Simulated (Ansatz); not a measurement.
Geometry optimisation, Ansatz, RKS B3LYP-D4/def2-SVP.

Input file:

```yaml
crystal:
  periodic: [false, false, false]
  atoms:
    - { symbol: Ga, position_ang: [-1.034292, -0.725557, -0.405931] }
    - { symbol: Br, position_ang: [1.657141, 1.169315, -2.132085] }
    - { symbol: H, position_ang: [-0.66682, -2.157583, -0.951578] }
    - { symbol: H, position_ang: [-2.321519, 0.024129, -0.912485] }
    - { symbol: H, position_ang: [1.452122, 0.976521, -0.679826] }
    - { symbol: C, position_ang: [0.074683, 0.073075, 1.03173] }
    - { symbol: H, position_ang: [0.028342, 1.174716, 1.048339] }
    - { symbol: H, position_ang: [1.126969, -0.258032, 0.996013] }
    - { symbol: H, position_ang: [-0.316726, -0.276785, 2.005823] }
basis:
  gaussian: { orbitals: def2-SVP }
hamiltonian:
  xc: b3lyp
  dispersion: d4
relax:
  f_tol: 0.03
  max_steps: 50
output:
  orbitals: {}
```

Launched with:

```bash
$ ansatz run input.yaml --threads 2 --pin off --max-ram 3072MiB --backend cpu --events-out ev --progress --plain --runs-dir out
```

**Question.** Where does it end, and by what steps?

**Answer.** It converged. After 8 steps the energy has fallen by 0.145 eV; Br2 moved furthest, 0.65 Å.

```
step  energy less start (eV)  largest force component (eV/Å)  accepted
   0                  0.0000                           1.070       yes
   1                 -0.0408                           0.174       yes
   2                 -0.0681                           0.211       yes
   3                 -0.0854                           0.999       yes
   4                 -0.1312                           0.205       yes
   5                 -0.1394                           0.128       yes
   6                 -0.1329                           0.341        no
   7                 -0.1446                           0.063       yes
   8                 -0.1448                           0.028       yes
```

```xyz
9
Properties=species:S:1:pos:R:3
Ga -0.879 -0.632 -0.458
Br 1.120 0.813 -2.212
H -0.530 -2.059 -1.032
H -2.122 0.153 -1.033
H 1.809 1.289 -1.050
C 0.027 0.021 1.190
H 0.013 1.120 1.264
H 1.068 -0.334 1.258
H -0.506 -0.371 2.074
```

Whether the end is a true minimum wasn't checked by a vibrational analysis.

Time of the run: 27 s on 2 threads of Arm Neoverse V2 (shared host), peak memory 0.27 GiB.
